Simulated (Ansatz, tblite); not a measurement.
Ligand exchange: C4H4BrN + BBr2F → C4H4FN + BBr3

Gas-phase species: C4H4BrN `Brc1ccc[nH]1`, singlet; BBr2F (dibromofluoroborane) `FB(Br)Br`, singlet; C4H4FN `Fc1ccc[nH]1`, singlet; BBr3 (boron tribromide) `BrB(Br)Br`, singlet. The partners trade Br for F: C–Br and B–F bonds give way to C–F and B–Br.

Shapes, held fixed at every level: PBE0-D4/def2-TZVP. Programs: Ansatz 0.2.0, tblite 0.8.0. The zero-point and thermal change to 298 K, harmonic and unscaled (PBE0-D4/def2-TZVP), is -0.8 kJ/mol.

Problem. Estimate ΔH(298 K) of this reaction.

Solution. The highest level, CCSD(T)/def2-TZVPP, gives ΔH(298 K) = +96.6 kJ/mol; the levels span +58.6 to +96.6. The column of differences is taken from that level and isn't an error. No measured value is set beside it here. Relativity is left out for Br. Outer-core shells of Br are correlated, in sets that cover them unevenly.

```json
{"level": "GFN2-xTB", "kind": "semi-empirical", "ΔH(298 K) (kJ/mol)": "+58.6", "less CCSD(T)/def2-TZVPP": "-38.0"}
{"level": "BHLYP-D4/def2-TZVPP", "kind": "global hybrid", "ΔH(298 K) (kJ/mol)": "+93.8", "less CCSD(T)/def2-TZVPP": "-2.8"}
{"level": "PBE0-D4/def2-TZVPP", "kind": "global hybrid", "ΔH(298 K) (kJ/mol)": "+86.8", "less CCSD(T)/def2-TZVPP": "-9.8"}
{"level": "r2SCAN0-D4/def2-TZVPP", "kind": "global hybrid", "ΔH(298 K) (kJ/mol)": "+90.4", "less CCSD(T)/def2-TZVPP": "-6.2"}
{"level": "wB97M-V/def2-TZVPP", "kind": "range-separated hybrid", "ΔH(298 K) (kJ/mol)": "+91.9", "less CCSD(T)/def2-TZVPP": "-4.7"}
{"level": "wB97X-V/def2-TZVPP", "kind": "range-separated hybrid", "ΔH(298 K) (kJ/mol)": "+90.7", "less CCSD(T)/def2-TZVPP": "-5.9"}
{"level": "MP2/def2-SVP", "kind": "perturbation theory", "ΔH(298 K) (kJ/mol)": "+93.9", "less CCSD(T)/def2-TZVPP": "-2.7"}
{"level": "CCSD(T)/def2-SVP", "kind": "coupled cluster or CI", "ΔH(298 K) (kJ/mol)": "+87.2", "less CCSD(T)/def2-TZVPP": "-9.4"}
{"level": "CCSD(T)/def2-TZVPP", "kind": "coupled cluster or CI", "ΔH(298 K) (kJ/mol)": "+96.6", "less CCSD(T)/def2-TZVPP": "0.0"}
```
